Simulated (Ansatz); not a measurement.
One change: `[NH2][SnH]([OH])[F]` becomes `[NH2][SnH]([F])[Cl]`.

Ansatz, PBE0-D4/def2-TZVP geometries, multiplicity 1. Each molecule was computed in one conformer, which needn't be the lowest.

Elements past krypton have def2 core potentials.

```csv
property,`[NH2][SnH]([OH])[F]`
zero-point energy (PBE0-D4/def2-TZVP) / kJ/mol,124.0
HOMO energy (PBE0/def2-TZVPP) / eV,-8.05
LUMO energy (PBE0/def2-TZVPP) / eV,-0.80
HOMO energy (B3LYP/def2-TZVPP) / eV,-7.79
HOMO energy (PBE/def2-TZVPP) / eV,-6.55
size of the dipole moment (ωB97M-V/def2-TZVPP) / D,1.30
```

(1) Give the same properties after the change, and the shifts. (Best estimate.)

## Answers

(1) Computed: 
```csv
property,`[NH2][SnH]([F])[Cl]`,shift
zero-point energy (PBE0-D4/def2-TZVP) / kJ/mol,92.8,-31.2
HOMO energy (PBE0/def2-TZVPP) / eV,-8.32,-0.27
LUMO energy (PBE0/def2-TZVPP) / eV,-1.25,-0.45
HOMO energy (B3LYP/def2-TZVPP) / eV,-8.06,-0.27
HOMO energy (PBE/def2-TZVPP) / eV,-6.82,-0.27
size of the dipole moment (ωB97M-V/def2-TZVPP) / D,2.43,1.13
```

With PBE0 the HOMO falls by 0.27 eV and the LUMO falls by 0.45 eV, so the gap narrows by about 0.18 eV. PBE moves the HOMO by -0.27 eV and ωB97M-V by -0.26 eV. The zero-point energy changes by -31.2 kJ/mol with -3 modes. Dipoles are sizes alone; their direction can turn.

B3LYP here is the variant with VWN-RPA as its local correlation; programs differ in this.
